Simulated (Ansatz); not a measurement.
`BOC[SiH2]C` + `CC[SeH]` → `CC[Se][SiH2]C` + `BOC`  (ligand exchange at the Si–C bond)

Computed with Ansatz on PBE0-D4/def2-TZVP structures; ΔE is electronic, products minus reactants. CCSD(T)/CBS adds triple-zeta CCSD(T) − MP2 to the extrapolated MP2 energy (def2 sets, frozen cores). Functionals use def2-TZVPP. For Se outer-core shells are correlated without core-valence functions, which leaves a few kJ/mol of doubt a bond. Scalar relativity is left out up to krypton. One conformer a species, not always the lowest.

```json
{"level": "PBE-D4", "ΔE (eV)": "-0.81"}
{"level": "ωB97X-V", "ΔE (eV)": "-0.78"}
{"level": "ωB97M-V", "ΔE (eV)": "-0.78"}
{"level": "PBE", "ΔE (eV)": "-0.79"}
{"level": "r2SCAN", "ΔE (eV)": "-0.82"}
{"level": "MP2/def2-TZVPP", "ΔE (eV)": "-0.86"}
{"level": "HF/def2-QZVPP", "ΔE (eV)": "-0.81"}
{"level": "CCSD/CBS(def2)", "ΔE (eV)": "-0.83"}
```

**Question.** What does CCSD(T)/CBS give? (Best estimate.)

**Answer.** The calculation gave: -0.84 eV. The listed levels differ from it by 0.03, 0.06, 0.06, 0.05, 0.02, -0.02, 0.03, 0.01 eV.

Largest T1 diagnostic among the species: 0.014.

The D4 term adds −0.04 eV with B3LYP and −0.02 eV with PBE0; it sums over pairs of atoms, weighted by their polarisabilities, and B3LYP, whose exchange is more repulsive, gets the larger term.

B3LYP here is the variant with VWN-RPA as its local correlation; programs differ in this.
